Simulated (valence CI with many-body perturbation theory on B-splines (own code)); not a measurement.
Forbidden lines of Er LXIII

Level of theory: configuration interaction combined with many-body perturbation theory (CI+MBPT): four valence electrons over a frozen Dirac-Fock core [He], a basis of 11 s, 11 p, 10 d, 8 f, 5 g, 2 h functions for each j, with the one-electron correlation potential Σ1, the two-electron term Σ2, the three-electron term Σ3, Breit, model QED; selected CI, second order for the rest, scaled by the run's own slope (own B-spline code, finite nucleus).

The last digits are not significant, and no measured levels were compared; by estimate large intervals hold to a few tenths of a per cent, small ones and those within an open d or f shell to about a per cent. Among the levels kept, up to 920 cm⁻¹ of a level comes from second order outside the variational space, and about a tenth of that is noise between levels of different J, which matters for small intervals.

Lines 1 to 50 of 91 in falling wavelength, among levels below 11534 eV, chosen from the decays that carry over 1 % of a level's rate. Wavelengths and rates use the calculated energies. Electric multipoles are in the length gauge, E1 and E2 with the static RPA response of the core. Weak lines are less certain than strong ones. Lines between different terms over intervals too small for the method are left out, as are lines whose strength nearly cancels.

Levels are named by their leading jj configuration (3d3/2^4 stands for four electrons in 3d with j = 3/2), which in mixed levels can hold well under half, so a name can repeat and another be missing. Letters in brackets count levels of one name in rising energy.

```tsv
λ vac (Å)	Upper	Lower	Type	A (s⁻¹)	Branch %
12.98	(2s^2 2p1/2 2p3/2) J=1	(2s^2 2p1/2^2) J=0	M1	5.44e+09	100.0
12.74	(2s^2 2p1/2 2p3/2) J=2	(2s^2 2p1/2^2) J=0	E2	1.98e+07	99.9
12.73	(2s^2 2p3/2 3d5/2) J=4	(2s^2 2p1/2 3d5/2) J=3	M1	4.25e+09	2.8
12.72	(2s^2 2p3/2^2) J=2	(2s^2 2p1/2 2p3/2) J=2	M1	4.30e+09	18.0
12.49	(2s^2 2p3/2^2) J=2	(2s^2 2p1/2 2p3/2) J=1	M1	4.30e+09	18.0
11.83	(2s^2 2p3/2^2) J=0	(2s^2 2p1/2 2p3/2) J=1	M1	9.79e+09	35.5
1.626	(2s^2 2p3/2 3p1/2) J=2	(2s^2 2p3/2^2) J=0	E2	3.26e+11	7.1
1.622	(2s^2 2p1/2 3p1/2) J=1	(2s^2 2p1/2 2p3/2) J=2	E2	8.78e+11	39.9
1.622	(2s 2p1/2^2 3p1/2) J=0	(2s 2p1/2^2 2p3/2) J=2	E2	1.73e+12	38.2
1.618	(2s^2 2p1/2 3p1/2) J=1	(2s^2 2p1/2 2p3/2) J=1	E2	8.73e+11	39.6
1.614	(2s^2 2p3/2 3p1/2) J=1	(2s^2 2p3/2^2) J=2	E2	8.93e+11	15.8
1.614	(2s^2 2p3/2 3p1/2) J=2	(2s^2 2p3/2^2) J=2	E2	1.22e+12	26.3
1.613	(2s^2 2p1/2 3p1/2) J=0	(2s^2 2p1/2 2p3/2) J=2	E2	1.71e+12	37.0
1.607	(2s 2p3/2^2 3p1/2) J=0	(2s 2p3/2^3) J=2	E2	9.39e+11	16.6
1.595	(2s^2 2p3/2 3d5/2) J=4	(2s 2p1/2 2p3/2^2) J=2 [b]	E2	2.30e+09	1.5
1.582	(2s 2p1/2 2p3/2 3p3/2) J=4	(2s 2p1/2 2p3/2^2) J=2 [b]	E2	5.91e+10	2.7
1.578	(2s^2 2p3/2 3d5/2) J=4	(2s 2p1/2 2p3/2^2) J=3	E2	1.46e+10	9.5
1.573	(2s 2p3/2^2 3p3/2) J=4	(2s 2p3/2^3) J=2	E2	3.04e+11	9.6
1.566	(2s 2p1/2 2p3/2 3p3/2) J=4	(2s 2p1/2 2p3/2^2) J=3	E2	5.22e+11	24.1
1.565	(2s 2p1/2 2p3/2 3p3/2) J=0 [b]	(2s 2p1/2 2p3/2^2) J=2 [b]	E2	9.34e+11	7.6
1.564	(2s^2 2p3/2 3p3/2) J=2	(2s^2 2p3/2^2) J=0	E2	3.51e+11	3.5
1.563	(2s 2p1/2 2p3/2 3p3/2) J=1 [d]	(2s 2p1/2 2p3/2^2) J=2 [b]	E2	5.38e+11	2.1
1.561	(2s 2p1/2 2p3/2 3p3/2) J=1 [d]	(2s 2p1/2 2p3/2^2) J=1 [a]	E2	4.69e+11	1.8
1.561	(2s 2p1/2^2 3p3/2) J=2	(2s 2p1/2^2 2p3/2) J=2	E2	5.95e+11	2.7
1.560	(2s^2 2p1/2 3p3/2) J=2	(2s^2 2p1/2 2p3/2) J=2	E2	5.98e+11	18.3
1.560	(2s^2 2p1/2 3p3/2) J=1	(2s^2 2p1/2 2p3/2) J=2	E2	4.32e+11	10.5
1.559	(2s^2 2p3/2 3p3/2) J=3	(2s^2 2p3/2^2) J=2	E2	6.71e+11	8.3
1.559	(2s^2 2p3/2 3p3/2) J=1	(2s^2 2p3/2^2) J=2	E2	6.72e+11	4.4
1.557	(2s 2p1/2 2p3/2 3p3/2) J=4	(2s 2p1/2 2p3/2^2) J=2 [a]	E2	3.39e+10	1.6
1.557	(2s^2 2p1/2 3p3/2) J=2	(2s^2 2p1/2 2p3/2) J=1	E2	2.62e+11	8.0
1.556	(2s^2 2p1/2 3p3/2) J=1	(2s^2 2p1/2 2p3/2) J=1	E2	4.25e+11	10.4
1.553	(2s 2p3/2^2 3p3/2) J=0	(2s 2p3/2^3) J=2	E2	3.59e+11	3.1
1.549	(2s^2 2p3/2 3p3/2) J=0	(2s^2 2p3/2^2) J=2	E2	1.76e+12	15.2
1.547	(2s 2p1/2 2p3/2 3p3/2) J=1 [d]	(2s 2p1/2 2p3/2^2) J=3	E2	3.16e+11	1.2
1.541	(2s 2p1/2 2p3/2 3p3/2) J=0 [b]	(2s 2p1/2 2p3/2^2) J=2 [a]	E2	2.38e+11	1.9
1.538	(2s 2p1/2 2p3/2 3d5/2) J=5	(2s 2p1/2 2p3/2^2) J=3	M2	3.94e+10	48.5
1.538	(2s 2p1/2 2p3/2 3d5/2) J=5	(2s 2p1/2 2p3/2^2) J=3	E3	2.12e+09	2.6
1.531	(2s^2 2p3/2 3d5/2) J=4	(2s^2 2p3/2^2) J=2	M2	3.77e+10	24.6
1.531	(2s^2 2p3/2 3d5/2) J=4	(2s^2 2p3/2^2) J=2	E3	2.76e+09	1.8
1.404	(2s^2 2p3/2 3d5/2) J=4	(2s 2p1/2^2 2p3/2) J=2	E2	6.10e+09	4.0
1.395	(2s 2p3/2^2 3p3/2) J=4	(2s 2p1/2 2p3/2^2) J=3	E2	4.02e+11	12.7
1.395	(2s 2p1/2 2p3/2 3p3/2) J=4	(2s 2p1/2^2 2p3/2) J=2	E2	9.34e+11	43.2
1.392	(2s 2p3/2^2 3p3/2) J=0	(2s 2p1/2 2p3/2^2) J=2 [b]	E2	1.04e+12	9.1
1.392	(2s 2p1/2 2p3/2 3p3/2) J=1 [d]	(2s 2p1/2^2 2p3/2) J=1	E2	5.14e+11	2.0
1.390	(2s 2p3/2^2 3p3/2) J=2 [c]	(2s 2p1/2 2p3/2^2) J=1 [b]	E2	3.07e+11	1.1
1.390	(2s^2 2p1/2 3p3/2) J=2	(2s^2 2p1/2^2) J=0	E2	8.39e+11	25.7
1.390	(2s 2p3/2^2 3p3/2) J=2 [c]	(2s 2p1/2 2p3/2^2) J=2 [b]	E2	4.32e+11	1.5
1.389	(2s^2 2p3/2 3p3/2) J=3	(2s^2 2p1/2 2p3/2) J=2	E2	4.34e+11	5.4
1.389	(2s^2 2p3/2 3p3/2) J=1	(2s^2 2p1/2 2p3/2) J=2	E2	8.86e+11	5.8
1.388	(2s 2p3/2^2 3p3/2) J=4	(2s 2p1/2 2p3/2^2) J=2 [a]	E2	7.28e+11	23.0
```
